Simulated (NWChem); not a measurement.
System: C₅H₁₂O₃Si; SMILES C([Si](OC)(OC)OC)=C

Input file for NWChem:

```
start job
memory heap 200 mb stack 900 mb global 1100 mb
geometry units angstroms noautosym nocenter noautoz
  C     -0.709589     2.399194    -1.480088
  C     -1.122356     1.204289    -1.036954
  Si    -0.029430     0.004681    -0.131739
  O     -0.739004    -0.469768     1.291544
  C     -1.178557     0.429887     2.298936
  O      1.418679     0.763498     0.072235
  C      2.619071     0.109827     0.466015
  O      0.259302    -1.398173    -0.951641
  C     -0.627335    -2.503494    -1.039261
  H      0.311648     2.739602    -1.325581
  H     -1.367938     3.083668    -2.014343
  H     -2.161013     0.921300    -1.223941
  H     -1.828630    -0.119119     2.987434
  H     -0.329028     0.832662     2.865240
  H     -1.745247     1.270789     1.877128
  H      2.831749    -0.750064    -0.178948
  H      2.559871    -0.234486     1.506710
  H      3.438160     0.830648     0.382601
  H     -1.022150    -2.780416    -0.055044
  H     -0.071622    -3.351669    -1.451326
  H     -1.468400    -2.283381    -1.710896
end
basis spherical
  C library 6-31g*
  Si library 6-31g*
  O library 6-31g*
  H library 6-31g*
end
dft
  xc m06-2x
  iterations 150
end
cosmo
  do_cosmo_smd true
  solvent thf
end
task dft energy
```

Excerpt of the output:

```
             Northwest Computational Chemistry Package (NWChem) 7.3.0
             --------------------------------------------------------

                             Geometry "geometry" -> ""
                             -------------------------

 Output coordinates in angstroms (scale by  1.889725989 to convert to a.u.)

  No.       Tag          Charge          X              Y              Z
 ---- ---------------- ---------- -------------- -------------- --------------
    1 C                    6.0000    -0.70958900     2.39919400    -1.48008800
    2 C                    6.0000    -1.12235600     1.20428900    -1.03695400
    3 Si                  14.0000    -0.02943000     0.00468100    -0.13173900
    4 O                    8.0000    -0.73900400    -0.46976800     1.29154400
    5 C                    6.0000    -1.17855700     0.42988700     2.29893600
    6 O                    8.0000     1.41867900     0.76349800     0.07223500
    7 C                    6.0000     2.61907100     0.10982700     0.46601500
    8 O                    8.0000     0.25930200    -1.39817300    -0.95164100
    9 C                    6.0000    -0.62733500    -2.50349400    -1.03926100
   10 H                    1.0000     0.31164800     2.73960200    -1.32558100
   11 H                    1.0000    -1.36793800     3.08366800    -2.01434300
   12 H                    1.0000    -2.16101300     0.92130000    -1.22394100
   13 H                    1.0000    -1.82863000    -0.11911900     2.98743400
   14 H                    1.0000    -0.32902800     0.83266200     2.86524000
   15 H                    1.0000    -1.74524700     1.27078900     1.87712800
   16 H                    1.0000     2.83174900    -0.75006400    -0.17894800
   17 H                    1.0000     2.55987100    -0.23448600     1.50671000
   18 H                    1.0000     3.43816000     0.83064800     0.38260100
   19 H                    1.0000    -1.02215000    -2.78041600    -0.05504400
   20 H                    1.0000    -0.07162200    -3.35166900    -1.45132600
   21 H                    1.0000    -1.46840000    -2.28338100    -1.71089600

 Effective nuclear repulsion energy (a.u.)     589.9087728052

                                 NWChem DFT Module
                                 -----------------

 Summary of "ao basis" -> "ao basis" (spherical)
 ------------------------------------------------------------------------------
       Tag                 Description            Shells   Functions and Types
 ---------------- ------------------------------  ------  ---------------------
 C                           6-31g*                  6       14   3s2p1d
 Si                          6-31g*                  8       18   4s3p1d
 O                           6-31g*                  6       14   3s2p1d
 H                           6-31g*                  2        2   2s

 in cosmo_initialize ...
 calling solv_data for solv:thf

 solvent parameters
 solvname_short: thf
 solvname_long:  tetrahydrofuran
 dielec:        7.4257
 dielecinf:     1.9740
 nonaqueous SMD model solvent descriptors
 dielec:        7.4257
 sola:          0.0000
 solb:          0.4800
 solc:          0.0000
 solg:         39.4400
 solh:          0.0000
 soln:          1.4050

          ---------------
          -cosmo- solvent
          ---------------
 Cosmo: York-Karplus, doi: 10.1021/jp992097l
 dielectric constant -eps-     =   7.43
 screen = (eps-1)/(eps    )    =   0.86533
 surface charge correction     = lagrangian

   van der Waals surface
 --------------------------

 ---------- ATOMIC COORDINATES (A.U.) ------------ VDWR(ANG.) --
     1   -1.34092877    4.53381925   -2.79696076     1.850
     2   -2.12094530    2.27577622   -1.95955892     1.850
     3   -0.05561464    0.00884581   -0.24895061     2.470
     4   -1.39651506   -0.88773280    2.44066426     2.294
     5   -2.22714979    0.81236864    4.34435911     1.850
     6    2.68091458    1.44280201    0.13650436     2.294
     7    4.94932653    0.20754294    0.88064066     1.850
     8    0.49000973   -2.64216385   -1.79834073     2.294
     9   -1.18549125   -4.73091767   -1.96391852     1.850
    10    0.58892932    5.17709710   -2.50498487     1.200
    11   -2.58502799    5.82728756   -3.80655632     1.200
    12   -4.08372243    1.74100455   -2.31291312     1.200
    13   -3.45560963   -0.22510227    5.64543167     1.200
    14   -0.62177276    1.57350302    5.41451849     1.200
    15   -3.29803861    2.40144300    3.54725757     1.200
    16    5.35122968   -1.41741543   -0.33816269     1.200
    17    4.83745476   -0.44311429    2.84726904     1.200
    18    6.49718030    1.56969711    0.72301105     1.200
    19   -1.93158342   -5.25422437   -0.10401808     1.200
    20   -0.13534595   -6.33373601   -2.74260846     1.200
    21   -2.77487364   -4.31496442   -3.23312463     1.200
 number of segments per atom =        128
 number of   points per atom =        128
 atom (   nspa,  nppa )
 ----------------------
    1 (     63,     0 )       0
    2 (     29,     0 )       0
    3 (     15,     0 )       0
    4 (     48,     0 )       0
    5 (     43,     0 )       0
    6 (     49,     0 )       0
    7 (     42,     0 )       0
    8 (     51,     0 )       0
    9 (     40,     0 )       0
   10 (     41,     0 )       0
   11 (     56,     0 )       0
   12 (     52,     0 )       0
   13 (     51,     0 )       0
   14 (     51,     0 )       0
   15 (     48,     0 )       0
   16 (     44,     0 )       0
   17 (     51,     0 )       0
   18 (     49,     0 )       0
   19 (     45,     0 )       0
   20 (     49,     0 )       0
   21 (     49,     0 )       0
 number of -cosmo- surface points =      966
 molecular surface =    199.947 angstrom**2
 molecular volume  =    196.772 angstrom**3
 -lineq- algorithm             =   0
 -bem- low  level              =   3
 -bem- from -octahedral-
 gaussian surface charge width =   4.50000
 degree of switching           =   1.00000
 switching function tolerance  =   0.00010
 atomic radii =
 --------------
    1  6.000  1.850
    2  6.000  1.850
    3 14.000  2.470
    4  8.000  2.294
    5  6.000  1.850
    6  8.000  2.294
    7  6.000  1.850
    8  8.000  2.294
    9  6.000  1.850
   10  1.000  1.200
   11  1.000  1.200
   12  1.000  1.200
   13  1.000  1.200
   14  1.000  1.200
   15  1.000  1.200
   16  1.000  1.200
   17  1.000  1.200
   18  1.000  1.200
   19  1.000  1.200
   20  1.000  1.200
   21  1.000  1.200
 ...... end of -cosmo- initialization ......

 nat:                    21
 ixmem:                 23261
 calling mnsol_interface()
 G(SMD-CDS) energy (kcal/mol)  =     0.761
 SMD-CDS SASA (angstrom**2)    =   235.881

            General Information
            -------------------
          SCF calculation type: DFT
          Wavefunction type:  closed shell.
          No. of atoms     :    21
          No. of electrons :    80
           Alpha electrons :    40
            Beta electrons :    40
          Charge           :     0
          Spin multiplicity:     1
          Use of symmetry is: off; symmetry adaption is: off
          Maximum number of iterations: 150
          AO basis - number of functions:   154
                     number of shells:    80
          Convergence on energy requested:  1.00D-06
          Convergence on density requested:  1.00D-05
          Convergence on gradient requested:  5.00D-04

              XC Information
              --------------
                       M06-2X Method XC Functional
                     Hartree-Fock (Exact) Exchange  0.540
                        M06-2X Exchange Functional  1.000
                      M06-2X Correlation Potential  1.000

             Grid Information
             ----------------
          Grid used for XC integration:  medium
          Radial quadrature: Mura-Knowles
          Angular quadrature: Lebedev.
          Tag              B.-S. Rad. Rad. Pts. Rad. Cut. Ang. Pts.
          ---              ---------- --------- --------- ---------
          C                   0.70       49          13.0       434
          Si                  1.10       88          10.0       590
          O                   0.60       49          12.0       434
          H                   0.35       45          13.0       434
          Grid pruning is: on
          Number of quadrature shells:  1020
          Spatial weights used:  Erf1

      Superposition of Atomic Density Guess
      -------------------------------------

 Sum of atomic energies:        -707.36042543

      Non-variational initial energy
      ------------------------------

 Total energy =    -712.046475
 1-e energy   =   -2142.579466
 2-e energy   =     840.624218
 HOMO         =      -0.333708
 LUMO         =      -0.009877

   convergence    iter        energy       DeltaE   RMS-Dens  Diis-err
 ---------------- ----- ----------------- --------- --------- ---------
     COSMO gas phase
 d= 0,ls=0.0,diis     1   -712.6416301461 -1.30D+03  7.70D-03  1.10D+00
 d= 0,ls=0.0,diis     2   -712.6762393534 -3.46D-02  3.49D-03  1.05D+00
 d= 0,ls=0.0,diis     3   -712.7706876255 -9.44D-02  5.76D-04  1.93D-02
 d= 0,ls=0.0,diis     4   -712.7724643973 -1.78D-03  1.64D-04  1.14D-03
 d= 0,ls=0.0,diis     5   -712.7725957159 -1.31D-04  5.33D-05  1.13D-04
  Resetting Diis
 d= 0,ls=0.0,diis     6   -712.7726080095 -1.23D-05  1.80D-05  1.43D-05
 d= 0,ls=0.0,diis     7   -712.7726097013 -1.69D-06  8.99D-06  1.29D-06
 d= 0,ls=0.0,diis     8   -712.7726096426  5.87D-08  4.78D-06  1.82D-06

   convergence    iter        energy       DeltaE   RMS-Dens  Diis-err
 ---------------- ----- ----------------- --------- --------- ---------
     COSMO solvation phase
 d= 0,ls=0.0,diis     1   -712.7777541696 -5.14D-03  6.81D-04  1.86D-03
 d= 0,ls=0.0,diis     2   -712.7782441124 -4.90D-04  1.37D-04  4.02D-04
 d= 0,ls=0.0,diis     3   -712.7782872887 -4.32D-05  5.37D-05  9.56D-05
 d= 0,ls=0.0,diis     4   -712.7782970916 -9.80D-06  1.88D-05  9.93D-06
 d= 0,ls=0.0,diis     5   -712.7782981837 -1.09D-06  4.78D-06  5.40D-07
 d= 0,ls=0.0,diis     6   -712.7782982526 -6.89D-08  1.33D-06  4.27D-08

[...]

                                COSMO-SMD solvation results
                                ---------------------------

             internal energy in gas <Psi(g)|H|Psi(g)> =      -712.772609642620
         internal energy in solvent <Psi(s)|H|Psi(s)> =      -712.771992456875
                               delta internal energy  =         0.000617185744 (    0.39 kcal/mol)
   total free energy in solvent <Psi(s)|H+V/2|Psi(s)> =      -712.779510548022
 polarization energy contribution <Psi(s)|V/2|Psi(s)> =        -0.007518091147 (   -4.72 kcal/mol)
    total free energy in solvent including G(SMD-CDS) =      -712.778298252577
                       G(SMD-CDS) energy contribution =         0.001212295446 (    0.76 kcal/mol)
     1 M fixed-concentration free energy of solvation =        -0.005688609957 (   -3.57 kcal/mol)

                       DFT Final Molecular Orbital Analysis
                       ------------------------------------

 Vector   38  Occ=2.000000D+00  E=-3.506941D-01
              MO Center=  1.2D-01,  2.8D-01,  5.6D-01, r^2= 4.8D+00
   Bfn.  Coefficient  Atom+Function         Bfn.  Coefficient  Atom+Function
  ----- ------------  ---------------      ----- ------------  ---------------
    79     -0.316976   6 O  pz               49      0.293842   4 O  px
    83     -0.248624   6 O  pz               53      0.231776   4 O  px
    50      0.224084   4 O  py               54      0.171108   4 O  py
    19     -0.165176   2 C  pz              146      0.133752  17 H  s
    93      0.125593   7 C  pz               63     -0.120104   5 C  px

 Vector   39  Occ=2.000000D+00  E=-3.442673D-01
              MO Center= -4.6D-01,  1.1D-01, -1.2D-01, r^2= 5.1D+00
   Bfn.  Coefficient  Atom+Function         Bfn.  Coefficient  Atom+Function
  ----- ------------  ---------------      ----- ------------  ---------------
    49      0.231288   4 O  px               51      0.199041   4 O  pz
    53      0.185529   4 O  px               19      0.181205   2 C  pz
   107      0.177319   8 O  pz               20      0.153392   2 C  s
   105      0.151410   8 O  px               17      0.149865   2 C  px
    55      0.150107   4 O  pz              106     -0.145309   8 O  py

 Vector   40  Occ=2.000000D+00  E=-3.298524D-01
              MO Center= -6.3D-01,  1.2D+00, -1.1D+00, r^2= 3.7D+00
   Bfn.  Coefficient  Atom+Function         Bfn.  Coefficient  Atom+Function
  ----- ------------  ---------------      ----- ------------  ---------------
     5      0.309930   1 C  pz               19      0.269384   2 C  pz
     9      0.222870   1 C  pz               23      0.197290   2 C  pz
    18      0.174235   2 C  py              107     -0.142169   8 O  pz
    79     -0.137968   6 O  pz               17     -0.135755   2 C  px
   105     -0.133904   8 O  px                4      0.128257   1 C  py

 Vector   41  Occ=0.000000D+00  E= 3.016143D-02
              MO Center= -7.9D-01,  1.6D+00, -1.1D+00, r^2= 3.0D+00
   Bfn.  Coefficient  Atom+Function         Bfn.  Coefficient  Atom+Function
  ----- ------------  ---------------      ----- ------------  ---------------
     9      0.527375   1 C  pz               23     -0.436688   2 C  pz
     5      0.350242   1 C  pz               19     -0.270326   2 C  pz
     8      0.240206   1 C  py               22     -0.224900   2 C  py
    41     -0.209041   3 Si pz              108     -0.188334   8 O  s
     4      0.164134   1 C  py                7     -0.162994   1 C  px

 Vector   42  Occ=0.000000D+00  E= 1.102679D-01
              MO Center=  4.8D-01, -1.2D-01,  4.7D-01, r^2= 6.5D+00
   Bfn.  Coefficient  Atom+Function         Bfn.  Coefficient  Atom+Function
  ----- ------------  ---------------      ----- ------------  ---------------
    38      1.305326   3 Si s                94     -0.631753   7 C  s
    80     -0.609665   6 O  s                52     -0.545570   4 O  s
    20     -0.533800   2 C  s               108     -0.517647   8 O  s
    66     -0.472144   5 C  s               146      0.431114  17 H  s
   140      0.406307  14 H  s               122     -0.304017   9 C  s

 Vector   43  Occ=0.000000D+00  E= 1.224876D-01
              MO Center= -4.0D-01, -1.3D-01, -3.2D-01, r^2= 6.6D+00
   Bfn.  Coefficient  Atom+Function         Bfn.  Coefficient  Atom+Function
  ----- ------------  ---------------      ----- ------------  ---------------
   122     -0.824697   9 C  s                 6      0.788848   1 C  s
    40     -0.764634   3 Si py               39     -0.622691   3 Si px
    80      0.594426   6 O  s                52     -0.476785   4 O  s
   152      0.406024  20 H  s               134     -0.361601  11 H  s
   154      0.315771  21 H  s               150      0.257017  19 H  s

     Multipole analysis of the density
     ---------------------------------

     L   x y z        total         alpha         beta         nuclear
     -   - - -        -----         -----         ----         -------
     0   0 0 0     -0.000000    -40.000000    -40.000000     80.000000

     1   1 0 0     -0.388805     -0.321581     -0.321581      0.254357
     1   0 1 0      0.029559     -1.145268     -1.145268      2.320096
     1   0 0 1      0.349483      1.720840      1.720840     -3.092196

     2   2 0 0    -40.623260   -245.622767   -245.622767    450.622274
     2   1 1 0     -0.356725      4.710200      4.710200     -9.777124
     2   1 0 1      1.758830     -2.997087     -2.997087      7.753003
     2   0 2 0    -42.620717   -288.719630   -288.719630    534.818544
     2   0 1 1      0.823661     -2.693615     -2.693615      6.210892
     2   0 0 2    -43.915566   -228.043693   -228.043693    412.171821
```

Level: M06-2X/6-31G* (spherical d), SMD on the gas-phase geometry. Coordinates come from a B3LYP/6-31G* (spherical d) optimisation. No frequency run checked for a minimum. Solvent: tetrahydrofuran.
